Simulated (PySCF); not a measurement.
**Ionisation energy of Nd⁺ by level of theory**

Nd⁺ [Xe] 4f4 6s1 (high-spin determinant) → Nd²⁺ [Xe] 4f4 (high-spin determinant), as a difference of total energies. Computed with PySCF 2.14 in x2c-TZVPPall, with scalar relativity by spin-free X2C-1e. Correlated levels: valence: [Kr] 4d10 frozen; valence and next inner shell: [Ar] 3d10 frozen. The calculations carry no spin-orbit coupling.

```tsv
method	ionisation energy (eV)	difference from reference (eV)
UHF	10.037	-0.746
LDA	11.180	+0.397
PBE	10.996	+0.213
PBE0	10.807	+0.024
r2SCAN	10.734	-0.049
MP2 (valence)	10.741	-0.042
SCS-MP2 (valence)	10.560	-0.223
MP2 (valence and next inner shell)	10.817	+0.034
SCS-MP2 (valence and next inner shell)	10.629	-0.154
```

Reference: 10.783 ± 0.02 eV (semi-empirical (NIST evaluation); NIST Atomic Spectra Database, ionization energies).

Errors of the correlated levels include the incompleteness of this basis and the frozen core.

The determinant of Nd²⁺ and of Nd⁺ mixes LS terms, which raises its energy above the lowest term, most at the Hartree-Fock and MP2 levels.
